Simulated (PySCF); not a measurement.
# Pb₃S⁺: from structure and modes to constants

All numbers come from UPBE0/[S def2-SVP, Pb def2-SVP with ECP60], scalar-relativistic core potentials, density fitting, no spin–orbit coupling, PySCF.

The quartet minimum has C3v symmetry. Masses (u): S 31.97207, Pb 207.97664.

```xyz
4
charge 1 multiplicity 4, angstrom
S     0.0000    0.0000   -1.7539
Pb    1.9267    0.0000    0.0899
Pb   -0.9633    1.6685    0.0900
Pb   -0.9633   -1.6685    0.0900
```

Harmonic wavenumbers (cm⁻¹): 66.1 (e, ×2), 89.6 (a1, ×1), 200.1 (e, ×2), 319.8 (a1, ×1).

Task: Find the principal moments of inertia and the rotational constants. What kind of rotor is it?

Result: About the centre of mass I = 1261.4, 1261.4, 2316 u Å². With B = 16.8576/I this gives 0.01336, 0.01336, 0.007279 cm⁻¹. The molecule is an oblate symmetric top.

Task: What is the harmonic zero-point energy?

Result: Half the sum of all 6 wavenumbers, 942/2 = 471 cm⁻¹, which is 5.6 kJ/mol (1 cm⁻¹ = 0.0119627 kJ/mol).

Task: Find the vibrational entropy and heat capacity at 298.15 K.

Result: With u = 1.43878 ω/T, each mode gives S = R[u/(eᵘ−1) − ln(1−e⁻ᵘ)] and C = R u² eᵘ/(eᵘ−1)².
| ω (cm⁻¹) | u | S (J/(mol K)) | C (J/(mol K)) |
| --- | --- | --- | --- |
| 66.1 (×2) | 0.319 | 17.85 | 8.24 |
| 89.6 | 0.432 | 15.35 | 8.19 |
| 200.1 (×2) | 0.966 | 8.92 | 7.70 |
| 319.8 | 1.543 | 5.49 | 6.84 |
The sums over all modes are S = 74.4 and C = 46.9 J/(mol K); the softest mode gives 24 % of the entropy (each member, where degenerate).

Task: Give the standard entropy (298.15 K, 1 bar) by its translational, rotational, vibrational and spin parts, and Cp.

Result: Sackur–Tetrode with M = 655.90 u gives 189.7; rotation with symmetry number 3 gives 131.0; vibration 74.4; spin R ln 4 = 11.5. The total is 406.6 J/(mol K), and Cp = 4 R + 46.9 = 80.2 J/(mol K).

Only a few start shapes were tried, so a lower isomer may exist. No spin–orbit coupling is included, which matters more the heavier the element.
